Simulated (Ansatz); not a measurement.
CH3F2Ga, SMILES `F[CH2][GaH][F]`. Total charge 0; spin multiplicity 1.

```xyz
7

F     0.4085    1.4384    1.2413
C     0.2726    0.1089    0.8639
Ga   -0.3204   -0.0460   -1.0188
F    -0.4954   -1.7326   -1.5044
H    -0.4477   -0.3715    1.5341
H     1.2349   -0.3936    1.0060
H    -0.6526    0.9963   -2.1222
```

(1) List the harmonic frequencies (cm⁻¹, unscaled) at PBE0-D4/def2-TZVP in Ansatz. (An estimate is asked.)

(2) Is this a minimum?

(3) Give the ideal-gas thermochemistry at 298.15 K and 1 bar (rigid rotor, harmonic oscillator; point group Cs, symmetry number 1).

(4) Rotational constants (cm⁻¹)?

Results:

(1) Ansatz gave: 56, 115, 265, 407, 561, 620, 671, 704, 1061, 1241, 1278, 1457, 2029, 3045, 3098.

(2) Yes, all 15 modes are real.

(3) Zero-point energy 99.3 kJ/mol; H(298) − E = 116.9 kJ/mol; entropy 327.3 J/(mol·K), of which translation 168.8, rotation 107.9, vibration 50.5; G(298) − E = 19.3 kJ/mol. Modes under 100 cm⁻¹ are hindered rotations or soft bends, so the harmonic entropy is rough.

(4) 0.5185, 0.08104, 0.07101.
